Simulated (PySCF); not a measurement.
Be₂H₂, SMILES [BeH][BeH].

Geometry optimised at PBE0-D3(BJ)/def2-TZVPD.

Method: ωB97X/def2-TZVPD in PySCF.

Isolated molecule, no solvent.

Q: Estimate the frontier levels, gap, dipole moment and polarisability. (Estimate from the structure and the level; the computed values follow.)

A: 
```yaml
highest_occupied_level: -9.41 eV
lowest_empty_level: 0.00 eV
orbital_gap: 9.40 eV
dipole_moment: 0.00 D
quadrupole, principal values (traceless, Buckingham form, about the centre of nuclear charge): -11.53, 5.77, 5.77 D·Å
mean_static_polarisability: 41.1 bohr³ (6.09 Å³)
polarisability_principal_values: 40.4, 40.4, 42.5 bohr³
```
